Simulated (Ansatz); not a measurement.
`C[CH](C)[AlH][OH]` + CH₄ → `[CH3][AlH][OH]` + `CCC` at 700 K and 1 bar (formal exchange of groups at the Al–C bond).

Gas-phase electronic energies from Ansatz, PBE0-D4/def2-TZVP geometries. CBS: MP2 limit from def2 TZ/QZ plus the TZ coupled-cluster correction, frozen cores. This one scheme is used for every species. One conformer a species, not always the lowest.

| species | CCSD(T)/CBS energy (Eh) | H − E (kJ/mol) | S (J/(mol·K)) |
| --- | --- | --- | --- |
| `C[CH](C)[AlH][OH]` | -436.82132 | 390.5 | 510.6 |
| CH₄ | -40.46206 | 145.9 | 224.0 |
| `[CH3][AlH][OH]` | -358.31021 | 207.1 | 395.2 |
| `CCC` | -118.98051 | 329.4 | 356.3 |

H − E and S are ideal-gas, rigid-rotor, harmonic terms from PBE0-D4/def2-TZVP, for one conformer and one mirror image of each species. 1 Eh = 2625.50 kJ/mol, R = 8.31446 J/(mol·K).

Question: By hand: ΔE, ΔH, ΔS and ΔG.

Answer: ΔE = (-358.31021) + (-118.98051) − (-436.82132) − (-40.46206) = -0.00734 Eh = -19.3 kJ/mol. Δ(H − E) = 207.1 + 329.4 − 390.5 − 145.9 = 0.1, so ΔH = -19.2 kJ/mol. ΔS = 395.2 + 356.3 − 510.6 − 224.0 = 16.9 J/(mol·K). ΔG = -19.2 − 700 × (16.9)/1000 = -31.0 kJ/mol.

Question: By hand: the equilibrium constant, and the temperature at which ΔG would vanish if ΔH and ΔS stayed fixed.

Answer: log₁₀ K = −ΔG/(RT ln 10) = 2.3. ΔH and −TΔS have one sign here, so there is no such temperature.

TΔS isn't small against ΔH here. A doubt of 5 kJ/mol in ΔE shifts log₁₀ K by 0.4 here. Other conformers and mirror images would add mixing entropy, several J/(mol·K) or more a flexible species. Modes under 60 cm⁻¹, often nearly free rotors, make the harmonic entropy too high. These are equilibria of isolated gas molecules and say nothing of rates. Largest T1 diagnostic: 0.011 (customary marks: 0.02 for closed shells, 0.045 for open ones).
